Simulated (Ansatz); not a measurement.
Start from `[AlH2][C@H]1C[Si@@H]1S` and change one atom or group to get `[AlH2][CH]1C[SiH2]1`.

Ansatz, PBE0-D4/def2-TZVP geometries, multiplicity 1. Each molecule was computed in one conformer, which needn't be the lowest.

```json
{"property": "HOMO–LUMO gap (PBE0/def2-TZVPP) / eV", "`[AlH2][C@H]1C[Si@@H]1S`": "5.65"}
{"property": "LUMO energy (ωB97M-V/def2-TZVPP) / eV", "`[AlH2][C@H]1C[Si@@H]1S`": "0.50"}
{"property": "LUMO energy (PBE0/def2-TZVPP) / eV", "`[AlH2][C@H]1C[Si@@H]1S`": "-1.10"}
{"property": "HOMO–LUMO gap (PBE/def2-TZVPP) / eV", "`[AlH2][C@H]1C[Si@@H]1S`": "3.86"}
{"property": "size of the dipole moment (B3LYP/def2-TZVPP) / D", "`[AlH2][C@H]1C[Si@@H]1S`": "1.57"}
{"property": "LUMO energy (PBE/def2-TZVPP) / eV", "`[AlH2][C@H]1C[Si@@H]1S`": "-1.86"}
```

Q: What does the change do to each property? (Estimate.)

A: The calculation gave: 
```tsv
property	`[AlH2][CH]1C[SiH2]1`	shift
HOMO–LUMO gap (PBE0/def2-TZVPP) / eV	5.77	0.12
LUMO energy (ωB97M-V/def2-TZVPP) / eV	0.59	0.09
LUMO energy (PBE0/def2-TZVPP) / eV	-0.98	0.12
HOMO–LUMO gap (PBE/def2-TZVPP) / eV	4.01	0.15
size of the dipole moment (B3LYP/def2-TZVPP) / D	1.33	-0.24
LUMO energy (PBE/def2-TZVPP) / eV	-1.74	0.12
```

The zero-point energy changes by -5.1 kJ/mol with -3 modes. Dipoles are sizes alone; their direction can turn.

B3LYP here is the variant with VWN-RPA as its local correlation; programs differ in this.
